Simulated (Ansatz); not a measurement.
Single points on Rb4I3.

```yaml
crystal:
  periodic: [false, false, false]
  atoms:
    - {symbol: Rb, position_ang: [-1.904530, -2.440232, -0.532595]}
    - {symbol: Rb, position_ang: [2.689504, -1.511526, 0.586461]}
    - {symbol: Rb, position_ang: [0.044982, 1.854929, -1.727131]}
    - {symbol: Rb, position_ang: [-0.863733, 0.755476, 2.924015]}
    - {symbol: I, position_ang: [0.911227, -1.506405, -2.490377]}
    - {symbol: I, position_ang: [2.029051, 1.923049, 1.219402]}
    - {symbol: I, position_ang: [-2.906501, 0.924709, 0.020226]}
basis:
  gaussian: {orbitals: def2-TZVP, initial_orbitals: start.molden}
magnetization: {spin_polarized: true, initial_magnetization: 1}
correlation: {method: mp2}
scf: {omitted_lower_state_checks: [starts]}
output: {orbitals: {seedname: orbitals}}
```

The file start.molden holds the orbitals of an earlier run on this structure, at another level or in another basis.

```sh
$ ansatz run in.yaml --threads 4 --pin off --events-out ev --progress --plain --max-ram 4787MiB
```

It prints (some lines left out):

```
Functional definition: HF
2808 factors; integrals over basis functions are off by at most 1.8e-4 eV
mean field evaluation 1: about -26818.6458 eV, gradient 1.3e1 eV
mean field evaluation 2: about -26819.2435 eV, gradient 6.2e-1 eV
mean field evaluation 4: about -26819.2957 eV, gradient 4.0e-2 eV
mean field evaluation 8: about -26819.2958 eV, gradient 6.9e-7 eV
mean field -26819.29576692 eV, -985.5909406626 hartree, gradient 6.7e-6 eV, S^2 0.750287; 0 other end points of the search recorded, 0 dependent functions left out
12 core orbitals not correlated: weight in the atoms' cores, before any rotation towards them, 1.000 or more for the frozen orbitals, at most 0.000 for the correlated occupied ones
reference -26819.29576692 eV, -985.5909406626 hartree; 44, 43 occupied and 226, 227 virtual orbitals, 2808 factors
second order -48.76400025 eV of doubles, -0.00000000 eV of singles
Total energy: -26868.05976716 eV, -987.3829846183 hartree
Checks for a lower state left out: starts
```

Hardware: 4 threads of Arm Neoverse V2 on a shared host. Wall time 26 s, peak host memory 1.6 GiB.

First input, but with `hamiltonian: {xc: pbe}`, `correlation: {method: rpa}` and without the key `output` (abridged; 48 s):

```
Functional definition: PBE
mean field -26934.34964684 eV, -989.8190927636 hartree, gradient 8.1e-6 eV, S^2 0.750144
12 core orbitals not correlated: weight in the atoms' cores, before any rotation towards them, 1.000 or more for the frozen orbitals, at most 0.000 for the correlated occupied ones
Total energy: -26881.31410250 eV, -987.8700724579 hartree
Checks for a lower state left out: starts
```

As the first input, with `gaussian: {orbitals: def2-SVP, initial_orbitals: start.molden}`, `hamiltonian: {xc: pbe, dispersion: d4}` and without the key `correlation` (abridged; 8 s):

```
Functional definition: PBE
mean field -26933.65029343 eV, -989.7933919998 hartree, gradient 5.9e-5 eV, S^2 0.750133
Total energy: -26933.98853862 eV, -989.8058222812 hartree
Checks for a lower state left out: starts
```

First input, but with `gaussian: {orbitals: def2-SVP, initial_orbitals: start.molden}`, `hamiltonian: {xc: pbe0, dispersion: d4}` and without the key `correlation` (abridged; 15 s):

```
Functional definition: PBE0
mean field -26936.15071699 eV, -989.8852808708 hartree, gradient 3.0e-5 eV, S^2 0.750146
Total energy: -26936.45889693 eV, -989.8966062747 hartree
Checks for a lower state left out: starts
```

As the first input, with `hamiltonian: {xc: pbe0, dispersion: d4}` and without the key `correlation` (abridged; 25 s):

```
Functional definition: PBE0
the host lacks memory for fits, so the integrals are decomposed
mean field -26936.77753214 eV, -989.9083159026 hartree, gradient 3.4e-5 eV, S^2 0.750159
Total energy: -26937.08571099 eV, -989.9196412666 hartree
Checks for a lower state left out: starts
```

The first input with `hamiltonian: {xc: {name: BLYP}, dispersion: d4}` and without the key `correlation` (abridged; 19 s):

```
Functional definition: BLYP
mean field -26927.15496435 eV, -989.5546930587 hartree, gradient 2.3e-5 eV, S^2 0.750159
Total energy: -26927.77295687 eV, -989.5774038647 hartree
Checks for a lower state left out: starts
```

As the first input, with `hamiltonian: {xc: r2scan, dispersion: d4}` and without the key `correlation` (abridged; 41 s):

```
Functional definition: r2SCAN
mean field -26947.09137400 eV, -990.2873425998 hartree, gradient 1.6e-5 eV, S^2 0.750313
Total energy: -26947.16302589 eV, -990.2899757583 hartree
Checks for a lower state left out: starts
```

Geometry: PBE0-D4/def2-SVP.

In the def2 sets I, Rb take a core potential; there is no spin–orbit coupling. Correlated methods freeze 12 core orbitals; core or outer-core shells of Rb, I are correlated, in sets that lack core-valence functions. The structure comes from a short search, and lower isomers may exist.
